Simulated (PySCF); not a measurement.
B3LYP has the VWN-RPA correlation part, as in Gaussian. 

Z-matrix (Å, degrees):
```
Zr
N 1 2.0599
H 2 1.0272 1 129.67
H 2 1.0296 3 107.50 1 -174.18
N 1 2.0602 2 109.78 3 -11.35
H 5 1.0272 1 129.29 2 -106.06
H 5 1.0294 6 107.56 1 173.51
N 1 2.0606 2 110.01 3 108.15
H 8 1.0273 1 129.55 2 12.40
H 8 1.0295 9 107.45 1 174.60
N 1 2.0611 2 108.67 3 -131.31
H 11 1.0274 1 129.07 2 -134.39
H 11 1.0293 12 107.50 1 -172.97
```
Charge 0, multiplicity 1.

What is the computed total energy, HOMO, dipole moment, charge on the central atom (Mulliken) and HOMO–LUMO gap (B3LYP-D3(BJ)/def2-TZVP // BP86-D3(BJ)/def2-SVP run with PySCF)?


| Quantity | Result |
|---|---|
| total energy | -271.1751 Ha |
| HOMO | -6.46 eV |
| dipole moment | 0.011 e·Å |
| charge on the central atom (Mulliken) | 1.70 e |
| HOMO–LUMO gap | 6.13 eV |
